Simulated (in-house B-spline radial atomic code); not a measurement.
# Two electrons outside the [He] 2s2 core: neutral carbon

Computed with a B-spline radial code for spherical atoms: configuration interaction (CI) of the two valence electrons in the field of the frozen Dirac-Fock core, alone and with many-body perturbation theory for the core (screened one- and two-electron correlation potentials), Breit and QED terms; no-pair Dirac Hamiltonian, finite nucleus. Labels give the configuration (outer n counted up each series) and the leading LS term, or the jj pair where no LS term holds 70 %.

The outer s² shell of this core is soft: its mixing with p² is only treated to second order, so levels can be several per cent off.

Command:
```bash
python run_mb.py task.json out
```
Settings (nuclear radius in fm, box in bohr, cutoff in hartree):
```
basis_form          3
Z                   6
core_configuration  [He] 2s2
rms_radius          2.4702
mass_number         12
speed_of_light      137.036
box_radius          45.0
lmax                6
intervals           70
virtual_cutoff      300.0
```

Cost of the run: 79 s on 1 thread of Arm Neoverse V1 (shared host).

Excitation energies (cm⁻¹):

```
  level  purity of the LS term  CI alone  CI + MBPT + Breit + QED  Landé g of the LS mixture  measured (NIST)
2p2 3P0                    1.0         0                        0                          -                0
2p2 3P1                    1.0        17                       16                       1.50               16
2p2 3P2                    1.0         ?                        ?                          ?                ?
2p2 1D2                    1.0         ?                        ?                          ?                ?
2p2 1S0                    1.0     21677                    24481                          -            21648
```

Where does 2p2 1D2 lie?

9826 cm⁻¹ in CI alone and 9744 cm⁻¹ with all corrections; g = 1.00; measured 10193 cm⁻¹.

Where does 2p2 3P2 lie?

51 cm⁻¹ in CI alone and 40 cm⁻¹ with all corrections; g = 1.50; measured 43 cm⁻¹.

What is the first ionisation energy?

11.232 eV to the 2p1/2 state of the next ion (9.9254 eV from CI alone). NIST lists 11.260288 ± 1.1e-06 eV (measured).
